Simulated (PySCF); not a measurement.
Simulation results for AlB2FH3

Computed with PySCF 2.14.0. Calculation on a computer-drawn molecule: the log of a Hartree-Fock and frozen-core CCSD(T) single point meant for a local Hartree-Fock minimum, with one planted fault or none, to be diagnosed. Offsets are logged minus clean, where the clean run is the same molecule without the fault. The reference is restricted for singlets and unrestricted otherwise, and also for a bond in bohr or an excited solution. Adding or removing an electron swaps singlet and doublet. The excited solution moves the top pair (singlet) or top alpha electron (doublet) to the lowest empty orbital. Highest occupied and lowest empty are orbital energies over both spins, largest force is the largest gradient component, triples share is (T) over the correlation energy, the T1 limit is 0.02 restricted and 0.045 unrestricted, electrons count all cores, a negative frequency is imaginary (commonest isotopes), and the dipole is about the centre of nuclear charge.

AlB2FH3

Logged structure:
```xyz
7
AlB2FH3
B     -0.0350     2.5033    -1.2419
B     -0.4758     1.3501    -0.0752
Al     0.5947     1.9044     1.9171
F      1.6506     3.3762     1.9012
H      0.3860     3.4442    -2.0094
H     -1.2557     0.3145    -0.1686
H      0.5210     1.0969     3.4265
```

- meant charge: 0
- meant multiplicity: 2
- meant basis: cc-pV(D+d)Z
- logged electrons: 35
- logged basis functions: 80
- logged SCF converged: yes
- logged spin squared: 0.7592
- logged highest occupied: -8.8063 eV
- logged lowest empty: 0.15475 eV
- logged largest force: 0.047349 hartree/bohr
- logged T1 diagnostic: 0.024097
- logged D1 diagnostic: 0.076167
- logged triples share: 0.026119
- logged CC converged: yes
- logged dipole magnitude: 2.4206 debye
- logged SCF stable within its kind: yes
- logged energy HF: -392.42977 hartree
- logged energy CCSD(T): -392.87997 hartree
- possible faults: no fault, one electron removed, one electron added, multiplicity raised by two, geometry at a saddle point, SCF held on an excited solution, minimal basis STO-3G, one bond length entered in bohr, all coordinates scaled

Drawn bonds:
```
atom  other atom  order
   1           2      1
   2           3      1
   3           4      1
   1           5      1
   2           6      1
   3           7      1
```

Questions
1. Which fault was planted in the run of AlB2FH3?

Calculated values
1. all coordinates scaled, by +8.7 %

Further results for AlB2FH3:

* HF energy offset from clean run: 22.58 kcal/mol
* CCSD(T) energy offset from clean run: 18.71 kcal/mol
